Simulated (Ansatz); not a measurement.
Relaxation of BClFH6NOSi (12 atoms, charge 0, multiplicity 1), to a largest force component of 0.03 eV/Å in at most 50 steps.

These are results of RKS PBE0-D4/cc-pVDZ (Ansatz 0.2.0), not measurements.

```xyz
12
Properties=species:S:1:pos:R:3:forces:R:3
B 0.194 -0.363 0.283 0.14 -0.38 2.30
N 0.155 -0.448 1.756 0.07 0.40 -2.28
H -0.555 -0.992 2.224 -0.02 -0.05 -0.02
H 1.010 -0.317 2.285 -0.04 -0.01 -0.04
F 1.296 0.065 -0.328 -0.04 0.05 0.03
Cl -1.131 -1.023 -0.673 -0.12 0.02 -0.05
O -0.678 2.094 0.488 0.04 -0.33 0.66
Si -2.209 2.735 0.162 -0.06 0.11 0.01
H -3.142 1.724 -0.428 0.01 -0.05 -0.01
H -2.815 3.252 1.433 -0.04 0.02 0.02
H -2.009 3.858 -0.799 0.02 0.00 -0.03
H -0.627 1.629 1.353 0.03 0.23 -0.60
```

Where does it end, and by what steps?

It converged. The force dipped under the threshold on the way, but the program's further checks kept it going. After 37 steps the energy has fallen by 0.162 eV; H10 moved furthest, 1.29 Å.

```
step  energy less start (eV)  largest force component (eV/Å)  accepted
   0                  0.0000                           2.304       yes
   2                 -0.0868                           1.096       yes
   4                 -0.1274                           0.153       yes
   6                 -0.1381                           0.256       yes
   8                 -0.1440                           0.077       yes
  10                 -0.1441                           0.152        no
  12                 -0.1465                           0.053       yes
  14                 -0.1473                           0.053       yes
  16                 -0.1480                           0.042       yes
  18                 -0.1484                           0.088       yes
  20                 -0.1494                           0.030       yes
  22                 -0.1497                           0.128        no
  24                 -0.1517                           0.061       yes
  26                 -0.1526                           0.153       yes
  28                 -0.1551                           0.040       yes
  30                 -0.1556                           0.163        no
  32                 -0.1583                           0.072       yes
  34                 -0.1591                           0.133       yes
  36                 -0.1614                           0.030       yes
  37                 -0.1618                           0.026       yes
```

```xyz
12
Properties=species:S:1:pos:R:3
B 0.087 -0.743 0.370
N 0.176 -0.141 1.632
H -0.600 -0.161 2.281
H 1.079 0.032 2.059
F 1.180 -0.905 -0.380
Cl -1.474 -1.247 -0.281
O -0.578 2.640 0.763
Si -2.164 2.713 0.201
H -2.323 2.077 -1.150
H -3.117 2.034 1.147
H -2.500 4.167 0.112
H -0.278 1.748 1.001
```

Whether the end is a true minimum wasn't checked by a vibrational analysis.

The run took 110 s on 4 threads of Arm Neoverse V1 (shared host), peak memory 0.32 GiB.
